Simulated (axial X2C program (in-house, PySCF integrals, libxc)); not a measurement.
**MoBr⁻ along the bond: HF, with spin–orbit coupling**

Computed with an in-house relativistic program for diatomic molecules. Two-component (2c) means X2C with spin–orbit coupling and atomic mean-field two-electron Coulomb and Gaunt terms. Basis: Mo dyall-acv3z [12s13p10d5f3g], Br dyall-acv3z [9s10p7d5f1g] (cores contracted in-house); Gaussian nuclei, density fitting, unrestricted open shells. Masses: Mo 97.905 u, Br 78.918 u.

State: Ω = 3 (⟨Sz⟩ = 3.00, ⟨Lz⟩ = 0.00 at HF). Dipoles are positive if Br is the positive end and refer to the centre of mass.

Results along the bond:

```
R (Å)   μ (D)  HOMO (eV)  LUMO (eV)
2.332   4.665      -1.00       2.05
2.439   3.793      -1.18       2.05
2.519   3.185      -1.30       2.05
2.600   2.602      -1.42       2.05
2.680   2.038      -1.53       2.05
2.774   1.396      -1.65       2.05
2.868   0.767      -1.77       2.05
2.988  -0.026      -1.92       2.04
3.136  -0.972      -2.10       2.04
3.350  -2.299      -2.34       2.02
```

The state is a single determinant with fixed occupations, the lowest that a limited PBE0 search found. PBE0 can misorder states that lie within some tenths of an eV, so this need not be the ground state of the molecule. The nearest other 2c determinant of the search, Ω = 2, lies 0.53 eV up at the distance of the search. With several unpaired electrons one determinant need not be a pure state. Open-shell Ω = 0 determinants with evenly filled partner blocks cannot be reached by this program, so the Ω shown need not be the lowest component. The LUMO of an anion is an unbound level whose energy the basis sets.
